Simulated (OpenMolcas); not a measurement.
Cu3+ among 2 point charges of -2 e arranged as a linear pair (D∞h).

```json
{"Program": "OpenMolcas 26.06", "Method": "SS-CASPT2, IPEA 0.25 Eh, imaginary shift 0.1 Eh (closed shells correlated: 3s 3p)", "Basis": "ANO-RCC-VTZP [6s5p3d2f1g]", "Scalar Hamiltonian": "DKH2, point nucleus", "Active space": "8 electrons in 5 orbitals (3d)", "State averaging": "2S+1 = 3 even, 10 roots; 2S+1 = 1 even, 15 roots", "Spin-orbit coupling": "RASSI with atomic mean-field integrals over the reference wave functions"}
```

All point charges move together. At R = 1.73 Å the first state of the same spin is 880 cm-1, and at R = 1.83 Å it is 650 cm-1.

**Question.** A third run gives 1480 cm-1. What distance was it run at?

**Answer.** With a power law R^-n the two known points give n = -ln(650 / 880) / ln(1.83 / 1.73) = 5.39. Then R = 1.73 × (880 / 1480)^(1/5.39) = 1.571 Å. The run was at 1.58 Å, so the estimate is off by -0.009 Å.

Free-ion shares, where given, are those of the reference states; single-state CASPT2 does not remix them. Spin-orbit coupling mixes the spin-free states strongly: the lowest level takes only 68 % from its leading state, 3Π (figures for R = 1.58; the like holds for R = 1.73, R = 1.83). This is an electrostatic model: the charges have no orbitals. No measured value stands beside these numbers.
